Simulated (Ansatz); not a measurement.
A nudged elastic band was laid between two geometries of FGeH3O2 + H2S (10 atoms, charge 0, multiplicity 1).

Theory: RKS PBE0/def2-SVP in Ansatz.

```
movable images  : 7
climbing image  : yes
spring          : 5.0 eV/Å²
optimiser       : quadratic models (default)
start path      : through a guess of the saddle point
force threshold : 0.03 eV/Å
iteration limit : 60
end points      : relaxed
```

First end point:

```xyz
10
Properties=species:S:1:pos:R:3
Ge -0.114 -0.130 -0.070
F -0.344 -0.250 1.654
O 1.609 -0.195 -0.423
H 1.895 -1.109 -0.553
H -0.752 1.141 -0.598
O -0.802 -1.629 -0.690
H -1.334 -2.088 -0.029
S 1.618 2.558 1.551
H 2.315 1.615 0.877
H 1.123 1.640 2.408
```

Last end point:

```xyz
10
Properties=species:S:1:pos:R:3
Ge 0.429 0.320 -0.465
F -0.950 0.190 2.510
O 1.615 -0.138 -1.681
H 1.980 -1.012 -1.498
H -0.683 1.139 -1.119
O -0.038 -1.188 0.309
H -0.489 -1.015 1.154
S 1.326 1.680 1.107
H 2.270 0.785 1.476
H -0.243 0.792 2.335
```

Task: What changes between the two ends?

Result: Bonds broken: Ge1–F2, S8–H10. Bonds formed: Ge1–S8, F2–H10. FGeH3O2 + H2S becomes FH + GeH4O2S.

Task: What energy profile does the band end with?

Result: It converged. The highest image is number 4 of 0 to 8, 1.06 eV above the first end and 1.04 eV above the last; the last end lies 0.02 eV above the first. A vibrational analysis at the climbing image gives one clearly imaginary mode, 671i cm⁻¹: a first-order saddle point. The orbitals stay closed-shell, which can raise the energy where a bond breaks towards radicals; this wasn't checked here.

| image | path coordinate (Å) | energy (eV) | Ge1–F2 (Å) | S8–H10 (Å) | Ge1–S8 (Å) |
| --- | --- | --- | --- | --- | --- |
| 0 | 0.00 | 0.00 | 1.74 | 1.35 | 3.59 |
| 1 | 0.63 | 0.03 | 1.75 | 1.35 | 3.50 |
| 2 | 1.25 | 0.17 | 1.76 | 1.35 | 3.22 |
| 3 | 1.88 | 0.54 | 1.82 | 1.37 | 2.84 |
| 4 | 2.51 | 1.06 | 2.04 | 1.56 | 2.50 |
| 5 | 3.05 | 0.63 | 2.42 | 1.88 | 2.34 |
| 6 | 3.59 | 0.26 | 2.80 | 2.03 | 2.27 |
| 7 | 4.13 | 0.07 | 3.08 | 2.14 | 2.26 |
| 8 | 4.68 | 0.02 | 3.28 | 2.18 | 2.26 |

Task: What is the geometry of the highest image?

Result: 
```xyz
10
Properties=species:S:1:pos:R:3:forces:R:3
Ge 0.216 0.213 -0.098 0.01 -0.02 0.00
F -0.580 0.252 1.776 -0.01 0.00 0.00
O 1.757 -0.078 -0.931 0.00 0.01 -0.01
H 1.776 -1.015 -1.170 0.01 -0.01 -0.01
H -0.767 1.146 -0.799 0.00 0.00 0.00
O -0.283 -1.494 -0.095 0.01 0.02 -0.01
H -0.929 -1.675 0.596 -0.01 -0.01 0.01
S 1.361 1.956 1.287 0.00 0.00 0.00
H 2.404 1.144 1.565 0.00 -0.01 0.00
H 0.260 1.105 1.996 0.00 0.01 0.01
```

Task: What are the harmonic wavenumbers there?

Result: 671i, 38, 181, 224, 264, 279, 365, 373, 427, 464, 551, 580, 718, 725, 750, 782, 961, 984, 1153, 1421, 2217, 2726, 3855, 3906 cm⁻¹.

Time of the run: 3.2 min on 4 threads of Arm Neoverse V1 (shared host), peak memory 0.31 GiB.
